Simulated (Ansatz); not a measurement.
`C=C=C[SiH3]` + `[OH][Cd][Cl]` → `[SiH3][O][Cd][Cl]` + `C=C=C` at 600 K and 1 bar (ligand exchange at the Si–C bond).

Calculated with Ansatz (gas phase, PBE0-D4/def2-TZVP geometries, no zero-point term in ΔE). CCSD(T)/CBS adds triple-zeta CCSD(T) − MP2 to the extrapolated MP2 energy (def2 sets, frozen cores). This one scheme is used for every species. def2 core potentials past Kr. For Cd outer-core shells are correlated without core-valence functions, which leaves a few kJ/mol of doubt a bond. One conformer a species, not always the lowest.

| species | CCSD(T)/CBS energy (Eh) | H − E (kJ/mol) | S (J/(mol·K)) |
| --- | --- | --- | --- |
| `C=C=C[SiH3]` | -406.77843 | 240.6 | 395.0 |
| `[OH][Cd][Cl]` | -703.31715 | 70.9 | 345.8 |
| `[SiH3][O][Cd][Cl]` | -993.63708 | 131.3 | 440.6 |
| `C=C=C` | -116.49399 | 180.1 | 293.9 |

H − E and S are ideal-gas, rigid-rotor, harmonic terms from PBE0-D4/def2-TZVP, for one conformer and one mirror image of each species. 1 Eh = 2625.50 kJ/mol, R = 8.31446 J/(mol·K).

Question: By hand: ΔE, ΔH, ΔS and ΔG.

Answer: ΔE = (-993.63708) + (-116.49399) − (-406.77843) − (-703.31715) = -0.03549 Eh = -93.2 kJ/mol. Δ(H − E) = 131.3 + 180.1 − 240.6 − 70.9 = -0.1, so ΔH = -93.3 kJ/mol. ΔS = 440.6 + 293.9 − 395.0 − 345.8 = -6.3 J/(mol·K). ΔG = -93.3 − 600 × (-6.3)/1000 = -89.5 kJ/mol.

Question: By hand: the equilibrium constant, and the temperature at which ΔG would vanish if ΔH and ΔS stayed fixed.

Answer: log₁₀ K = −ΔG/(RT ln 10) = 7.8. ΔG = 0 at ΔH/ΔS = 14810 K, far beyond where these terms or the molecules hold.

The number of gas molecules stays the same, so ΔS is small and ΔH decides. A doubt of 5 kJ/mol in ΔE shifts log₁₀ K by 0.4 here. Other conformers and mirror images would add mixing entropy, several J/(mol·K) or more a flexible species. Modes under 60 cm⁻¹, often nearly free rotors, make the harmonic entropy too high. These are equilibria of isolated gas molecules and say nothing of rates. Largest T1 diagnostic: 0.015 (customary marks: 0.02 for closed shells, 0.045 for open ones).
